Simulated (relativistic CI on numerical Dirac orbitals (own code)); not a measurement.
# Nb²⁺ (4d3) in a crystal field

Calculated by Dirac-Coulomb-Breit CI, KLI orbitals optimised for each configuration, QED by a radiative potential, valence Slater integrals scaled by 0.9, one configuration in a parametric crystal field (own radial code). With so little scaling, terms lie 10 to 35 % too far apart, which can change the order of excited levels.

Field parameters in Wybourne normalisation: Oh B⁴₀ = 21Dq, B⁴₄ = √(5/14) B⁴₀. The field is a parameter set, without covalency.

S is read from ⟨S²⟩ = S(S + 1).

Site symmetry Oh; labels are those of the double group. Computed levels in cm⁻¹ above the lowest, in rising order:

```csv
Δ (size of 10Dq),Lowest,No. 2,No. 3,No. 4,No. 5,No. 6,No. 7,No. 8
4700,Γ8,4571 Γ7,4664 Γ8,4790 Γ8,4899 Γ6,7732 Γ7,7839 Γ8,8286 Γ8
8500,Γ8,8339 Γ7,8417 Γ8,8542 Γ8,8649 Γ6,11892 Γ8,12248 Γ8,12572 Γ6
12250,Γ8,11570 Γ8,12075 Γ7,12170 Γ8,12195 Γ6,12450 Γ8,12897 Γ8,12951 Γ6
16000,Γ8,12067 Γ8,12633 Γ8,12787 Γ6,15811 Γ7,15921 Γ8,16192 Γ6,16203 Γ8
19800,Γ8,12210 Γ8,12728 Γ8,12866 Γ6,18869 Γ8,19110 Γ7,19695 Γ7,19847 Γ8
23550,Γ8,12307 Γ8,12791 Γ8,12915 Γ6,19344 Γ8,19558 Γ7,23376 Γ7,23511 Γ8
27350,Γ8,12385 Γ8,12838 Γ8,12950 Γ6,19666 Γ8,19860 Γ7,27169 Γ7,27297 Γ8
31100,Γ8,12448 Γ8,12874 Γ8,12977 Γ6,19916 Γ8,20093 Γ7,30916 Γ7,31041 Γ8
34850,Γ8,12501 Γ8,12903 Γ8,12998 Γ6,20118 Γ8,20281 Γ7,34663 Γ7,34787 Γ8
38650,Γ8,12547 Γ8,12927 Γ8,13016 Γ6,20288 Γ8,20439 Γ7,38462 Γ7,38584 Γ8
42400,Γ8,12587 Γ8,12947 Γ8,13031 Γ6,20429 Γ8,20569 Γ7,42210 Γ7,42332 Γ8
```

Ground-state S against |10Dq| in cm⁻¹: 4700: 1.50, 8500: 1.50, 12250: 1.50, 16000: 1.50, 19800: 1.50, 23550: 1.50, 27350: 1.50, 31100: 1.50, 34850: 1.50, 38650: 1.50, 42400: 1.50.

No abrupt spin change occurs in this range.
